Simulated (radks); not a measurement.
Question: Species: Ag4+. Configuration: [Ar] 3d10 4s2 4p4 4d7 5p2 (not the ground configuration). All-electron calculation, Dirac Kohn-Sham, PW91, spin-unpolarised, spherical densities, point nucleus; open shells fill j = l - 1/2 first. Program: a radial shooting solver on a logarithmic mesh with Libxc functionals. Some entries of the table are withheld. Estimate them.

| orbital | occ. | eigenvalue (eV) | <1/r> (bohr^-1) |
|---|---|---|---|
| 1s1/2 | 2 | -25400.22 | 49.44 |
| 2s1/2 | 2 | -3806.884 | 11.39 |
| 2p1/2 | 2 | -3543.855 | 11.37 |
| 2p3/2 | 4 | -3368.393 | 10.68 |
| 3s1/2 | 2 | -761.7851 | 3.986 |
| 3p1/2 | 2 | -657.1059 | 3.893 |
| 3p3/2 | 4 | -626.0852 | 3.726 |
| 3d3/2 | 4 | (1) | 3.562 |
| 3d5/2 | 6 | (2) | 3.519 |
| 4s1/2 | 2 | -167.5207 | 1.568 |
| 4p1/2 | 2 | -133.4250 | 1.462 |
| 4p3/2 | 2 | -127.7731 | 1.413 |
| 4d3/2 | 4 | -73.7674 | 1.177 |
| 4d5/2 | 3 | -72.9332 | 1.166 |
| 5s1/2 | 0 | -49.0665 | (3) |
| 5p1/2 | 2 | -39.8490 | 0.5726 |
| 5p3/2 | 0 | -38.8570 | 0.5581 |
| 5d3/2 | 0 | -25.7007 | 0.4365 |
| 5d5/2 | 0 | -25.5665 | 0.4341 |
| 4f5/2 | 0 | -23.9360 | 0.6056 |
| 4f7/2 | 0 | -23.9099 | 0.6040 |
| 6p1/2 | 0 | -19.0908 | 0.3065 |
| 6p3/2 | 0 | -18.7435 | 0.3018 |

Answer: 
(1) 3d3/2 eigenvalue (eV): -440.6966
(2) 3d5/2 eigenvalue (eV): -434.4420
(3) 5s1/2 <1/r> (bohr^-1): 0.6409
